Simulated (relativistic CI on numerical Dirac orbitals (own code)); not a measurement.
# Spin-allowed bands of a d2 ion in an octahedral site, by hand

Problem. Take Δ = 26600 cm⁻¹ and B = 620 cm⁻¹ for a d2 ion in an octahedral site. Calculate the three spin-allowed bands.

Working.
1. The terms of highest spin are 3F (energy 0) and 3P (15B = 9300 cm⁻¹). Here the F term splits into A2 at +1.2Δ = 31920, T2 at +0.2Δ = 5320 and T1 at −0.6Δ = -15960 cm⁻¹.
2. The two T1 states mix through the element 0.4Δ: H = [[-15960, 10640], [10640, 9300]], with roots ½(H₁₁ + H₂₂) ∓ ½√[(H₂₂ − H₁₁)² + 4H₁₂²] = ½(-6660) ∓ ½(33029) = -19844 and 13184 cm⁻¹.
3. The ground term is 3T1 at -19844 cm⁻¹.
4. Bands: 3T2 25164 cm⁻¹ (397 nm), 3T1(P) 33029 cm⁻¹ (303 nm), 3A2 51764 cm⁻¹ (193 nm).

Check. Exact diagonalisation of the whole d2 shell with these parameters gives 3T2 25164, 3T1 33029, 3A2 51764 cm⁻¹. The match is exact, since without spin-orbit coupling no other term has this spin. The ratio of the second band to the first, 1.313, depends on Δ/B = 42.9 alone, which is how a Tanabe-Sugano diagram is read.
